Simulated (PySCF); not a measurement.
**Molecular orbitals of SiPb**

PBE0 at R = 2.581 Å; Si def2-TZVPP, Pb def2-TZVPP with ECP60; scalar-relativistic core potentials (PySCF 2.14). State: ³Σ⁻ (triplet), unpaired electrons π ↑↑. Only the outer orbitals are listed, counted within each symmetry, core potentials removing the inner ones.

```tsv
spin	orbital	occ.	ε (eV)	on Si (%)	main shells (%)
α	7σ	1	-14.75	31	66 Pb s, 27 Si s
α	8σ	1	-11.12	65	64 Si s, 28 Pb s
α	4π	1	-5.80	55	53 Si p, 43 Pb p
α	4π	1	-5.80	55	53 Si p, 43 Pb p
α	9σ	1	-5.51	54	48 Si p, 43 Pb p
α	5π	0	-2.26	44	55 Pb p, 43 Si p
α	5π	0	-2.26	44	55 Pb p, 43 Si p
α	10σ	0	0.36	31	80 Pb p, 42 Si p
β	7σ	1	-13.76	26	73 Pb s, 21 Si s
β	8σ	1	-10.18	71	70 Si s, 20 Pb s
β	9σ	1	-5.17	55	50 Si p, 42 Pb p
β	4π	0	-3.17	40	60 Pb p, 39 Si p
β	4π	0	-3.17	40	60 Pb p, 39 Si p
β	5π	0	-1.11	59	58 Si p, 39 Pb p
```

Problem. Which are the highest filled and the lowest empty level, where do they sit, and how wide is the gap?

Solution. Highest filled β 9σ at -5.17 eV (in %: 50 Si p, 42 Pb p); lowest empty β 4π at -3.17 eV (in %: 60 Pb p, 39 Si p); the gap at PBE0 is 2.00 eV.

- bond order (Mayer): 1.96
- ⟨S²⟩: 2.005
- charge on Si (Mulliken, basis-dependent): -0.15
- charge on Si (Löwdin, basis-dependent): -0.08
- dipole moment (positive dipole means Si(−)Pb(+)): 1.67 D
- polarisability along the bond: 153.9 bohr³
- polarisability across the bond: 66.1 bohr³

These are scalar-relativistic numbers at best; spin–orbit coupling would shift them, the dissociation energy most. The state is the lowest determinant that a PBE0 search found; another state may lie lower at other levels.
